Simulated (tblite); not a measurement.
iodobenzene (C6H5I), singlet, geometry from GFN2-xTB; GFN1-xTB (tblite 0.6.0).

Here is a job for tblite.
```
$ tblite run mol.xyz --method gfn1 --charge 0 --spin 0 --etemp 2000 --json tblite.json --no-restart

# file mol.xyz
12

I      1.54919695     0.03420280    -0.00953362
C     -0.57031496    -0.01259128     0.00350967
C     -1.22206122    -1.23170619    -0.01879237
C     -2.60641154    -1.25603278    -0.01013698
C     -3.32591525    -0.07342877     0.02046738
C     -2.65898166     1.13978468     0.04253974
C     -1.27490491     1.17657876     0.03415847
H     -0.66116375    -2.15343602    -0.04264636
H     -3.12044666    -2.20537541    -0.02746069
H     -4.40514882    -0.09725583     0.02710889
H     -3.21416063     2.06552145     0.06644330
H     -0.75498107     2.12217071     0.05136119
```

The log (banner, timings and long lists left out):

```
xTB calculator
 | screened Coulomb repulsion
 | Coulomb electrostatics
 |  * isotropic Klopman-Ohno-Mataga-Nishimoto electrostatics
 |  * onsite third-order electrostatics
 | DFT-D3(BJ) dispersion correction

halogen bonding energy    0.0000000000000E+00 Eh
repulsion energy          2.9734730693095E-01 Eh
dispersion energy        -6.0513269952921E-03 Eh
number of electrons       3.6000000000000E+01 e
integral cutoff           2.3808421393427E+01 bohr

------------------------------------------------------------
  cycle        total energy    energy error   density error
------------------------------------------------------------
      1     -19.30012085775  -1.9591417E+01   6.5448218E-01
      2     -19.30259379323  -2.4729355E-03   3.9492512E-01
      3     -19.29961854088   2.9752524E-03   3.2666361E-02
      4     -19.30310650754  -3.4879667E-03   1.5707235E-03
      5     -19.30311393682  -7.4292767E-06   2.3139547E-04
      6     -19.30311401611  -7.9291858E-08   3.8103191E-05
      7     -19.30311401858  -2.4701059E-09   7.8993954E-06
------------------------------------------------------------

electronic energy        -1.9594409998517E+01 Eh
total energy             -1.9303114018582E+01 Eh

Post processing:
 | Mayer-Wiberg bond orders

[Info] JSON dump of results written to 'tblite.json'
```
